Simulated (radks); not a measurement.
Values are calculated unless marked as measured or tabulated.
Er3+, 65 electrons, occupied as [Xe] 4f10.75 5d0.25 (fractional occupations, a model configuration). Code: a radial shooting solver on a logarithmic mesh with Libxc functionals. Model: Dirac Kohn-Sham, exchange-only B88, spin-unpolarised, spherical densities, point nucleus; open shells fill j = l - 1/2 first.

Radial electron density D(r) = 4 pi r^2 rho(r):

| r (bohr) | D(r) (e/bohr) |
|---|---|
| 0.002113 | 17.08 |
| 0.00246 | 21.20 |
| 0.002864 | 26.13 |
| 0.003308 | 31.58 |
| 0.003851 | 38.18 |
| 0.004483 | 45.62 |
| 0.005219 | 53.75 |
| 0.006027 | 61.86 |
| 0.007016 | 70.48 |
| 0.008168 | 78.64 |
| 0.009509 | 85.70 |
| 0.01098 | 90.74 |
| 0.01278 | 93.78 |
| 0.01488 | 94.16 |
| 0.01733 | 92.10 |
| 0.02001 | 88.68 |
| 0.0233 | 85.01 |
| 0.02712 | 83.26 |
| 0.03157 | 85.28 |
| 0.03646 | 91.51 |
| 0.04245 | 101.8 |
| 0.04941 | 112.9 |
| 0.05753 | 120.5 |
| 0.06644 | 121.2 |
| 0.07734 | 114.3 |
| 0.09004 | 103.1 |
| 0.1048 | 94.28 |
| 0.1211 | 93.51 |
| 0.1409 | 100.6 |
| 0.1641 | 108.4 |
| 0.191 | 107.0 |
| 0.2206 | 92.99 |
| 0.2568 | 71.07 |
| 0.2989 | 54.14 |
| 0.348 | 50.16 |
| 0.4019 | 55.26 |
| 0.4679 | 59.72 |
| 0.5447 | 55.65 |
| 0.6341 | 44.05 |
| 0.7323 | 31.76 |
| 0.8526 | 22.12 |
| 0.9925 | 16.59 |
| 1.155 | 13.25 |
| 1.334 | 10.41 |
| 1.553 | 7.252 |
| 1.808 | 4.342 |
| 2.105 | 2.193 |
| 2.431 | 0.9732 |
| 2.831 | 0.3471 |
| 3.295 | 0.1052 |
| 3.836 | 0.02805 |
| 4.43 | 0.007320 |
| 5.158 | 0.001576 |
| 6.004 | 0.0002758 |

D(r) has 4 maxima, at r = 0.0141, 0.0628, 0.175, 0.475 bohr, and minima at 0.0273, 0.114, 0.337 bohr, inside which lie 2.02, 11.19, 29.57 electrons.
